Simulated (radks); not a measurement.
Results of a calculation; reference values are marked as such.
Problem. Si IV, 11 electrons, occupied as [Ne] 3s1. Level of theory: scalar-relativistic Kohn-Sham, r2SCAN, spin-unpolarised, spherical densities, finite nucleus; meta-GGA in the generalised Kohn-Sham scheme; Fermi nuclear charge, rms radius 3.1224 fm (a radial shooting solver on a logarithmic mesh with Libxc functionals). Some entries of the table are withheld. Estimate them.

orbital,occ.,eigenvalue (Ry),<r> (bohr),r(max) (bohr)
1s,2,-134.8642,(1),0.07263
2s,2,-13.22362,0.5637,0.4531
2p,6,(2),0.5330,0.3877
3s,1,(3),1.870,(4)

Solution. 
(1) 1s <r> (bohr): 0.1113
(2) 2p eigenvalue (Ry): -9.85778
(3) 3s eigenvalue (Ry): -2.88677
(4) 3s r(max) (bohr): 1.650
